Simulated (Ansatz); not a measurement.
The cluster Na₈⁺, relaxed as a doublet with UKS r2SCAN/def2-SVP in Ansatz, starting from the GFN2-xTB geometry. Force threshold 0.02 eV/Å.

The relaxation made no stability test and no search for a lower SCF solution. The structure comes from a short search, and lower isomers may exist.

Start:

```xyz
8

Na   -1.353    2.504   -2.068
Na   -1.565   -2.488    0.510
Na    0.227    0.568   -3.704
Na    2.792    1.845   -0.245
Na   -0.863    1.901    2.182
Na    2.384   -2.363   -1.102
Na    2.287   -0.981    2.899
Na   -3.909   -0.985    1.528
```

```
step  energy (eV)  largest force component (eV/Å)  SCF passes
   1  -35306.1685                           0.463          66
   2  -35306.3496                           0.445          53
   3  -35306.6806                           0.388          48
   4  -35306.9745                           0.323          37
   5  -35307.1870                           0.256          37
   6  -35307.3294                           0.187          37
   7  -35307.4270                           0.153          34
   8  -35307.5096                           0.142          34
   9  -35307.5750                           0.104          33
  10  -35307.6112                           0.026          33
  11  -35307.6163                           0.019          34
  12  -35307.6172                           0.006          28
```

Force components are those of the run's own axes.

End:

```xyz
8

Na   -1.728    1.950   -1.201
Na   -0.592   -1.205   -0.037
Na    0.373   -0.141   -3.382
Na    1.801    1.340   -0.315
Na   -0.696    1.454    2.365
Na    2.624   -2.138   -1.040
Na    1.975   -1.045    2.531
Na   -3.756   -0.214    1.079
```

Bonds formed: Na1–Na2, Na1–Na4, Na1–Na5, Na1–Na8, Na2–Na3, Na2–Na4, Na2–Na5, Na2–Na6 (atoms count from 1).

The force fell under the threshold at step 11, but the optimiser went on. No frequencies were taken in this run, so the end may be a saddle point.

Run time 3.8 min (4 threads of Arm Neoverse N1 on a shared host).
